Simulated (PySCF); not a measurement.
C₄H₁₁As.
Numbering: `[CH3:1][AsH:2][CH:3]([CH3:4])[CH3:5]` (hydrogens: H6, H7, H8 on C1; H9 on As2; H10 on C3; H11, H12, H13 on C4; H14, H15, H16 on C5)

Computed with PySCF at CAM-B3LYP/def2-SVPD, non-relativistic, on one gas-phase PBE0-D3(BJ)/def2-SVP geometry that isn't relaxed in the solvent. The solvent is an IEF-PCM continuum (Bondi radii, 1.10 Å for H, scaled by 1.2). Specific hydrogen bonds and non-electrostatic terms are outside this model. Spin–orbit coupling is left out although an atom past zinc is present.

Gas phase at CAM-B3LYP/def2-SVPD: HOMO -7.98 eV, LUMO 1.14 eV, dipole 1.14 D.

What does the continuum do to the energy, the frontier levels and the dipole at CAM-B3LYP/def2-SVPD in chloroform and dimethylsulfoxide?

| solvent | ε | E(solvent) − E(gas) (kcal/mol) | polarisation term (kcal/mol) | distortion of the solute (kcal/mol) | HOMO (eV) | LUMO (eV) | dipole (D) |
| --- | --- | --- | --- | --- | --- | --- | --- |
| chloroform | 4.711 | -1.22 | -1.37 | 0.15 | -7.96 | 1.28 | 1.49 |
| dimethylsulfoxide | 46.83 | -1.74 | -2.08 | 0.34 | -7.98 | 1.31 | 1.68 |

Polarisation term: ½ Σ q·V over the induced surface charges. Distortion: the rise of the solute's own energy as its density leaves the gas-phase optimum. From chloroform to dimethylsulfoxide the lowering changes by a factor 1.43, Onsager's factor (ε − 1)/(2ε + 1) by 1.36 and ε itself by 9.9.

Which radius a makes the point-dipole formula ΔE = −[(ε − 1)/(2ε + 1)]·μ²/a³ give the value in dimethylsulfoxide, with the gas-phase dipole?

μ = 0.450 au and |ΔE| = 0.00278 Eh give a = 1.74 Å; the farthest nucleus lies 3.39 Å from the centroid of the nuclei, so such a sphere wouldn't even hold the nuclei. The formula assumes a rigid point dipole at the centre of a sphere.

How does the static polarisability (CAM-B3LYP/def2-SVPD, frozen core, with the continuum's full static response) change?

```csv
medium,isotropic (au),principal values (au),⟨r²⟩ of the electrons (bohr²)
gas,83.4,"72.0, 82.3, 96.0",794.9
chloroform,106.8,"94.8, 106.2, 119.4",794.9
dimethylsulfoxide,119.5,"109.5, 119.1, 130.1",794.9
```

The isotropic value in dimethylsulfoxide is 1.43 times the gas-phase one; no cavity-field correction is applied. ⟨r²⟩ is taken about the centre of nuclear charge.

Shape of the structure used: `[CH3:1][AsH:2][CH:3]([CH3:4])[CH3:5]`: C1–As2–C3–C4 74°.
